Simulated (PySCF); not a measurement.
Isomers of C3H3F. Gas-phase values, no solvent. Strings in code marks are SMILES.

The HOMO–LUMO gap from two functionals at the same geometries (PBE0-D3(BJ)/def2-TZVP), both in PySCF: PBE-D3(BJ)/def2-TZVP and ωB97X-D3(BJ)/def2-TZVP. 

| species | ωB97X-D3(BJ)/def2-TZVP (eV) |
|---|---|
| `FC1=CC1` | 12.50 |
| `C#CCF` | 12.93 |
| `CC#CF` | 13.24 |
| `C=C=CF` | 11.49 |

Question: What does PBE-D3(BJ)/def2-TZVP give for each?

Answer: 
- `FC1=CC1`: 5.51
- `C#CCF`: 5.92
- `CC#CF`: 6.74
- `C=C=CF`: 4.53
Over these rows, drawn at random from the members with no instability flagged (it was tested for open shells, ions and some series alone), PBE minus ωB97X-D3(BJ): mean -6.86 eV, from -7.01 eV to -6.50 eV.
